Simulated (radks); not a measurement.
Ionisation of neutral strontium, [Kr] 5s2, to [Kr] 5s1 as the strength of local exchange is varied. Method: scalar-relativistic Kohn-Sham, Slater X-alpha exchange (alpha = 2/3 is LDA exchange), no correlation, spin-unpolarised, spherical densities, point nucleus; computed with a radial shooting solver on a logarithmic mesh with Libxc functionals.

| alpha | E(Sr) (hartree) | exchange (hartree) | IE (eV) | -e of the level emptied (eV) | <r> of it (bohr) |
|---|---|---|---|---|---|
| 0.611 | -3164.20879 | -89.31728 | 4.951 | 2.608 (5s) | 4.495 |
| 0.667 | -3172.41561 | -97.74114 | 5.217 | 2.844 (5s) | 4.408 |
| 0.837 | -3197.45159 | -123.55718 | 6.065 | 3.609 (5s) | 4.169 |
| 0.952 | -3214.49202 | -141.22852 | 6.672 | 4.167 (5s) | 4.025 |
| 0.963 | -3216.12638 | -142.92759 | 6.732 | 4.222 (5s) | 4.012 |

NIST Atomic Spectra Database: 5.695 eV (measured). The Delta-SCF value meets it near alpha = 0.76. Spin polarisation and multiplet splitting are left out, so open shells lie too high by an amount that depends on their filling.

Beside tabulated values, note that spin-unpolarised runs miss the spin-polarisation part of the exchange energy of open shells.
